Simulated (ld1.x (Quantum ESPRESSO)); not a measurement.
Plane-wave convergence, TM potential for Pb (Z = 82)

* Element: lead (Pb)
* Generator: ld1.x (Quantum ESPRESSO) 7.5
* Type: norm-conserving Troullier–Martins (Kleinman–Bylander form)
* Functional: LDA (PZ)
* Relativity: fully relativistic
* Frozen core: [Xe] 4f14
* Valence charge: 14
* Reference configuration: 5d10 6s2 6p0 (charge +2)
* Partial waves: 6s (bound): rc 1.90 bohr; 5d (bound): rc 1.65 bohr; 6p (bound, empty): rc 1.85 bohr
* Local potential: the p channel
* Core correction: a·sin(br)/r model core, default radius (core density twice the valence density)

Open shells are filled in proportion to 2j + 1 (rel_dist='average').

The pseudo-atom Hamiltonian at the reference potential is diagonalised in spherical Bessel functions j_l(qr) that vanish at 20 bohr, with q² up to the cutoff. All-electron valence levels (Ry): 6s -2.0479, 5d3/2 -2.9135, 5d5/2 -2.7200, 6p1/2 -1.4133, 6p3/2 -1.2414.

**Question.** How do the lowest levels (Ry) of each channel move with the cutoff, and are there ghosts?

**Answer.**

```
cutoff (Ry)     s #1     s #2  d3/2 #1  d5/2 #1  p1/2 #1  p1/2 #2  p3/2 #1  p3/2 #2     f #1  Σ f·Δε (mRy)
          8  -2.8993  -2.0136  -1.0251  -1.0516  -1.2276  -0.4501  -1.2276  -0.4501  -0.2968       17633.3
         12  -5.3999  -2.0329  -1.2993  -1.3446  -1.2351  -0.4518  -1.2351  -0.4518  -0.2969       14739.4
         18  -7.2736  -2.0390  -1.9929  -1.9906  -1.2424  -0.4540  -1.2424  -0.4540  -0.2972        8077.0
         21  -7.5531  -2.0427  -2.2803  -2.2346  -1.2511  -0.4567  -1.2511  -0.4567  -0.2972        5456.1
         30  -7.7411  -2.0472  -2.7292  -2.5916  -1.2725  -0.4641  -1.2725  -0.4641  -0.2973        1509.4
         40  -7.7534  -2.0474  -2.8888  -2.7055  -1.2748  -0.4653  -1.2748  -0.4653  -0.2973         187.2
         50  -7.7580  -2.0478  -2.9111  -2.7189  -1.2749  -0.4653  -1.2749  -0.4653  -0.2973          16.8
         60  -7.7630  -2.0479  -2.9133  -2.7199  -1.2750  -0.4653  -1.2750  -0.4653  -0.2973           2.2
         70  -7.7646  -2.0479  -2.9134  -2.7199  -1.2751  -0.4653  -1.2751  -0.4653  -0.2973           1.7
         90  -7.7667  -2.0479  -2.9135  -2.7200  -1.2754  -0.4654  -1.2754  -0.4654  -0.2974           0.6
        110  -7.7699  -2.0479  -2.9135  -2.7200  -1.2755  -0.4654  -1.2755  -0.4654  -0.2974           0.1
        400  -7.7704  -2.0479  -2.9135  -2.7200  -1.2756  -0.4654  -1.2756  -0.4654  -0.2974           0.0
```

Result: ghost state, extra bound levels that the all-electron valence spectrum of the same l lacks: s at -105.7 eV (a true bound ghost makes a file unfit for plane-wave use); 10 mRy is reached at 55 Ry and 1 mRy at 90 Ry.

Its largest configuration-test error is -1067 meV.
